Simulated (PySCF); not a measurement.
chlorobenzene (C$_{6}$H$_{5}$Cl), singlet, geometry from GFN2-xTB; M062X/def2-SVP (PySCF).

Here is a job for PySCF.
```python
from pyscf import gto, scf, dft

mol = gto.Mole()
mol.atom = '''
    Cl    2.23083293    0.17830076    0.00166627
    C     0.50565329    0.04041467    0.00037769
    C    -0.27011462    1.18803954    0.01931055
    C    -1.64922549    1.07045173    0.01816171
    C    -2.24493585   -0.17942795   -0.00167681
    C    -1.45823275   -1.31881734   -0.02048276
    C    -0.07795243   -1.21585902   -0.01957054
    H     0.20129330    2.15822886    0.03470485
    H    -2.25874719    1.96145975    0.03286497
    H    -3.32098418   -0.26543181   -0.00248054
    H    -1.91846938   -2.29532648   -0.03598506
    H     0.54159475   -2.09885305   -0.03414996
'''
mol.basis = 'def2-svp'
mol.verbose = 4
mol.build()

mf = dft.RKS(mol)
mf.xc = 'm062x'
mf.kernel()
```

**Question.** Write the output that PySCF gives for this input, abridged.

**Answer.** 
```
PySCF version 2.14.0

[INPUT] verbose = 4
[INPUT] num. atoms = 12
[INPUT] num. electrons = 58
[INPUT] charge = 0
[INPUT] spin (= nelec alpha-beta = 2S) = 0
[INPUT] symmetry False subgroup None
[INPUT] Mole.unit = angstrom
[INPUT] Symbol           X                Y                Z      unit          X                Y                Z       unit  Magmom
[INPUT]  1 Cl     2.230832930000   0.178300760000   0.001666270000 AA    4.215663267361   0.336939604202   0.003148793950 Bohr   0.0
[INPUT]  2 C      0.505653290000   0.040414670000   0.000377690000 AA    0.955546232085   0.076372657715   0.000713730660 Bohr   0.0
[INPUT]  3 C     -0.270114620000   1.188039540000   0.019310550000 AA   -0.510442654041   2.245069355754   0.036491650815 Bohr   0.0
[INPUT]  4 C     -1.649225490000   1.070451730000   0.018161710000 AA   -3.116584493752   2.022860599267   0.034320657854 Bohr   0.0
[INPUT]  5 C     -2.244935850000  -0.179427950000  -0.001676810000 AA   -4.242313923718  -0.339069684592  -0.003168711663 Bohr   0.0
[INPUT]  6 C     -1.458232750000  -1.318817340000  -0.020482760000 AA   -2.755660523371  -2.492203580927  -0.038706806675 Bohr   0.0
[INPUT]  7 C     -0.077952430000  -1.215859020000  -0.019570540000 AA   -0.147308743444  -2.297640553882  -0.036982960710 Bohr   0.0
[INPUT]  8 H      0.201293300000   2.158228860000   0.034704850000 AA    0.380389207710   4.078461459532   0.065582661694 Bohr   0.0
[INPUT]  9 H     -2.258747190000   1.961459750000   0.032864970000 AA   -4.268413573731   3.706621731858   0.062105792392 Bohr   0.0
[INPUT] 10 H     -3.320984180000  -0.265431810000  -0.002480540000 AA   -6.275750564213  -0.501593425648  -0.004687541241 Bohr   0.0
[INPUT] 11 H     -1.918469380000  -2.295326480000  -0.035985060000 AA   -3.625381706564  -4.337538413662  -0.068001907976 Bohr   0.0
[INPUT] 12 H      0.541594750000  -2.098853050000  -0.034149960000 AA    1.023465748002  -3.966257440208  -0.064534071565 Bohr   0.0

nuclear repulsion = 317.505080312842
number of shells = 59
number of NR pGTOs = 215
number of NR cGTOs = 127
basis = def2-svp
ecp = {}

******** <class 'pyscf.dft.rks.RKS'> ********
method = RKS
initial guess = minao
damping factor = 0
level_shift factor = 0
DIIS = <class 'pyscf.scf.diis.CDIIS'>
diis_start_cycle = 1
diis_space = 8
diis_damp = 0
SCF conv_tol = 1e-09
SCF conv_tol_grad = None
SCF max_cycles = 50
direct_scf = True
direct_scf_tol = 1e-13
XC library pyscf.dft.libxc version 7.1.2
    S. Lehtola, C. Steigemann, M. J. T. Oliveira, and M. A. L. Marques,  SoftwareX 7, 1–5 (2018)
XC functionals = m062x
    Y. Zhao and D. G. Truhlar,  Theor. Chem. Acc. 120, 215 (2008)
    Y. Zhao and D. G. Truhlar,  Theor. Chem. Acc. 120, 215 (2008)
radial grids:
    Treutler-Ahlrichs [JCP 102, 346 (1995); DOI:10.1063/1.469408] (M4) radial grids

becke partition: Becke, JCP 88, 2547 (1988); DOI:10.1063/1.454033
pruning grids: <function nwchem_prune>
grids dens level: 3
symmetrized grids: False
atomic radii adjust function: <function treutler_atomic_radii_adjust>
small_rho_cutoff = 0
Set gradient conv threshold to 3.16228e-05
Initial guess from minao.
tot grids = 152632
init E= -692.910259535602
  HOMO = -0.277506755748141  LUMO = -0.058690652832643  gap/eV = 5.95429
cycle= 1 E= -691.383449377358  delta_E= 1.53  |g|= 0.322  |ddm|= 4.54
  HOMO = -0.297599506464144  LUMO = 0.0122590319974036  gap/eV = 8.43168
cycle= 2 E= -691.390566685525  delta_E= -0.00712  |g|= 0.32  |ddm|= 0.783
  HOMO = -0.295638588903673  LUMO = 0.0175497928198749  gap/eV = 8.52229
cycle= 3 E= -691.414534861044  delta_E= -0.024  |g|= 0.0655  |ddm|= 0.408
  HOMO = -0.303281132004359  LUMO = 0.0145615093923506  gap/eV = 8.64894
cycle= 4 E= -691.415622033667  delta_E= -0.00109  |g|= 0.027  |ddm|= 0.113
  HOMO = -0.301326309834726  LUMO = 0.0165082383350839  gap/eV = 8.64872
cycle= 5 E= -691.415815817706  delta_E= -0.000194  |g|= 0.00601  |ddm|= 0.0374
  HOMO = -0.300805084674589  LUMO = 0.0164852085152043  gap/eV = 8.63391
cycle= 6 E= -691.415824564241  delta_E= -8.75e-06  |g|= 0.000889  |ddm|= 0.00731
  HOMO = -0.300880369926055  LUMO = 0.0164437798662835  gap/eV = 8.63483
cycle= 7 E= -691.415824830477  delta_E= -2.66e-07  |g|= 0.000298  |ddm|= 0.00177
  HOMO = -0.300850622957804  LUMO = 0.0164752917155182  gap/eV = 8.63488
cycle= 8 E= -691.415824857367  delta_E= -2.69e-08  |g|= 0.000118  |ddm|= 0.000573
  HOMO = -0.300856239621648  LUMO = 0.016469897817151  gap/eV = 8.63488
cycle= 9 E= -691.415824861612  delta_E= -4.25e-09  |g|= 2.11e-05  |ddm|= 0.000185
  HOMO = -0.300857395293597  LUMO = 0.016467727040497  gap/eV = 8.63486
cycle= 10 E= -691.415824861777  delta_E= -1.65e-10  |g|= 8.21e-06  |ddm|= 4.43e-05
  HOMO = -0.300856842571879  LUMO = 0.0164687358783175  gap/eV = 8.63487
Extra cycle  E= -691.41582486179  delta_E= -1.3e-11  |g|= 6.65e-06  |ddm|= 1.68e-05
converged SCF energy = -691.41582486179
```
